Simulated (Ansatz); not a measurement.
`O[SiH]([SiH3])[SiH3]` + NH₃ → `N[SiH]([SiH3])[SiH3]` + H₂O at 500 K and 1 bar (ligand exchange at the Si–O bond).

Isolated molecules relaxed with PBE0-D4/def2-TZVP in Ansatz; ΔE leaves out vibrations. CBS: MP2 limit from def2 TZ/QZ plus the TZ coupled-cluster correction, frozen cores. This one scheme is used for every species. One conformer a species, not always the lowest.

```tsv
species	CCSD(T)/CBS energy (Eh)	H − E (kJ/mol)	S (J/(mol·K))
`O[SiH]([SiH3])[SiH3]`	-947.24817	248.4	466.8
NH₃	-56.50880	108.2	211.8
`N[SiH]([SiH3])[SiH3]`	-927.36405	282.5	475.5
H₂O	-76.37941	73.2	206.3
```

H − E and S are ideal-gas, rigid-rotor, harmonic terms from PBE0-D4/def2-TZVP, for one conformer and one mirror image of each species. 1 Eh = 2625.50 kJ/mol, R = 8.31446 J/(mol·K).

Task: By hand: ΔE, ΔH, ΔS and ΔG.

Result: ΔE = (-927.36405) + (-76.37941) − (-947.24817) − (-56.50880) = 0.01351 Eh = 35.5 kJ/mol. Δ(H − E) = 282.5 + 73.2 − 248.4 − 108.2 = -0.9, so ΔH = 34.6 kJ/mol. ΔS = 475.5 + 206.3 − 466.8 − 211.8 = 3.2 J/(mol·K). ΔG = 34.6 − 500 × (3.2)/1000 = 33.0 kJ/mol.

Task: By hand: the equilibrium constant, and the temperature at which ΔG would vanish if ΔH and ΔS stayed fixed.

Result: log₁₀ K = −ΔG/(RT ln 10) = -3.4. ΔG = 0 at ΔH/ΔS = 10812 K, far beyond where these terms or the molecules hold.

The number of gas molecules stays the same, so ΔS is small and ΔH decides. A doubt of 5 kJ/mol in ΔE shifts log₁₀ K by 0.5 here. Other conformers and mirror images would add mixing entropy, several J/(mol·K) or more a flexible species. These are equilibria of isolated gas molecules and say nothing of rates. Largest T1 diagnostic: 0.013 (customary marks: 0.02 for closed shells, 0.045 for open ones).
